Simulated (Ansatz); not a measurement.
Geometry optimisation, Ansatz 0.2.0, DFT PBE, scalar-relativistic, plane waves, PAW.

The input (input.yaml):

```yaml
crystal:
  lattice:
    - [5.52, 0.0, 0.0]
    - [2.76, 4.78046, 0.0]
    - [0.0, 0.0, 15.4574]
  atoms:
    - { symbol: Re, position: [0.0, 0.0, 0.0646939] }
    - { symbol: Re, position: [0.5, 0.0, 0.0646939] }
    - { symbol: Re, position: [0.0, 0.5, 0.0646939] }
    - { symbol: Re, position: [0.5, 0.5, 0.0646939] }
    - { symbol: Re, position: [-0.1666667, 0.3333333, 0.2088773] }
    - { symbol: Re, position: [0.3333333, 0.3333333, 0.2088773] }
    - { symbol: Re, position: [-0.1666667, 0.8333333, 0.2088773] }
    - { symbol: Re, position: [0.3333333, 0.8333333, 0.2088773] }
    - { symbol: Re, position: [0.0, 0.0, 0.3530607] }
    - { symbol: Re, position: [0.5, 0.0, 0.3530607] }
    - { symbol: Re, position: [0.0, 0.5, 0.3530607] }
    - { symbol: Re, position: [0.5, 0.5, 0.3530607] }
    - { symbol: Se, position: [0.6662567, 0.1657828, 0.4999159] }
basis:
  ecutwfc: 420.0
kpoints:
  mp_grid: { grid: [3, 3, 1] }
hamiltonian:
  xc: pbe
scf:
  occupations: { method: fermi_dirac, width: 0.1 }
  lower_state_search: "off"
relax:
  f_tol: 0.08
  max_steps: 25
  adjacent_minimum: "off"
  constraints: [{ sites: [0, 1, 2, 3] }]
output:
  write_density: true
  write_potential: true
  elf: true
  volumetric_format: npy
```

Launched with:

```bash
$ ansatz run input.yaml --threads 2 --pin off --max-ram 5120MiB --backend cpu --events-out ev --progress --plain --runs-dir out
```

**Question.** Where does it end, and by what steps?

**Answer.** The forces met the threshold. The threshold is loose, so the end isn't yet a minimum. Limits of this set-up: coarse k mesh, thin slab, slab without dipole correction. After 4 steps the energy has fallen by 0.901 eV; Se13 moved furthest, 0.36 Å.

| step | energy less start (eV) | largest force component (eV/Å) | accepted |
| --- | --- | --- | --- |
| 0 | 0.0000 | 2.887 | yes |
| 1 | -0.6652 | 1.426 | yes |
| 2 | -0.8512 | 0.836 | yes |
| 3 | -0.8981 | 0.108 | yes |
| 4 | -0.9008 | 0.051 | yes |

```xyz
13
Lattice="5.5200 0.0000 0.0000 2.7600 4.7805 0.0000 0.0000 0.0000 15.4574" Properties=species:S:1:pos:R:3
Re 0.000 0.000 1.000
Re 2.760 0.000 1.000
Re 1.380 2.390 1.000
Re 4.140 2.390 1.000
Re -0.011 1.587 3.175
Re 2.771 1.587 3.175
Re 1.380 3.997 3.175
Re 4.140 3.984 3.050
Re 0.034 -0.019 5.458
Re 2.726 -0.020 5.458
Re 1.380 2.390 5.247
Re 4.140 2.429 5.458
Se 4.140 0.797 7.369
```

Run time: 71 s on 2 threads of Arm Neoverse V1, with other jobs on the host, peak memory 0.95 GiB.
